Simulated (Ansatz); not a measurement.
`[OH][GeH2][SiH2][SiH3]` → `[OH][GeH2][SiH3]` + `[SiH2]` at 700 K and 1 bar (silylene loss).

Isolated molecules relaxed with PBE0-D4/def2-TZVP in Ansatz; ΔE leaves out vibrations. CCSD(T)/CBS adds triple-zeta CCSD(T) − MP2 to the extrapolated MP2 energy (def2 sets, frozen cores). This one scheme is used for every species. For Ge outer-core shells are correlated without core-valence functions, which leaves a few kJ/mol of doubt a bond. Scalar relativity is left out up to krypton. Each species was taken in one conformer, which may not be the lowest.

```json
{"species": "`[OH][GeH2][SiH2][SiH3]`", "CCSD(T)/CBS energy (Eh)": "-2734.26561", "H − E (kJ/mol)": "285.4", "S (J/(mol·K))": "549.7"}
{"species": "`[OH][GeH2][SiH3]`", "CCSD(T)/CBS energy (Eh)": "-2443.98216", "H − E (kJ/mol)": "213.6", "S (J/(mol·K))": "443.8"}
{"species": "`[SiH2]`", "CCSD(T)/CBS energy (Eh)": "-290.19011", "H − E (kJ/mol)": "56.3", "S (J/(mol·K))": "240.4"}
```

H − E and S are ideal-gas, rigid-rotor, harmonic terms from PBE0-D4/def2-TZVP, for one conformer and one mirror image of each species. 1 Eh = 2625.50 kJ/mol, R = 8.31446 J/(mol·K).

**Question.** By hand: ΔE, ΔH, ΔS and ΔG.

**Answer.** ΔE = (-2443.98216) + (-290.19011) − (-2734.26561) = 0.09334 Eh = 245.1 kJ/mol. Δ(H − E) = 213.6 + 56.3 − 285.4 = -15.5, so ΔH = 229.6 kJ/mol. ΔS = 443.8 + 240.4 − 549.7 = 134.5 J/(mol·K). ΔG = 229.6 − 700 × (134.5)/1000 = 135.4 kJ/mol.

**Question.** By hand: the equilibrium constant, and the temperature at which ΔG would vanish if ΔH and ΔS stayed fixed.

**Answer.** log₁₀ K = −ΔG/(RT ln 10) = -10.1. ΔG = 0 at ΔH/ΔS = 1707 K.

The number of gas molecules changes by +1, which sets the sign of ΔS. A doubt of 5 kJ/mol in ΔE shifts log₁₀ K by 0.4 here. Other conformers and mirror images would add mixing entropy, several J/(mol·K) or more a flexible species. Modes under 60 cm⁻¹, often nearly free rotors, make the harmonic entropy too high. These are equilibria of isolated gas molecules and say nothing of rates. Largest T1 diagnostic: 0.014 (customary marks: 0.02 for closed shells, 0.045 for open ones).
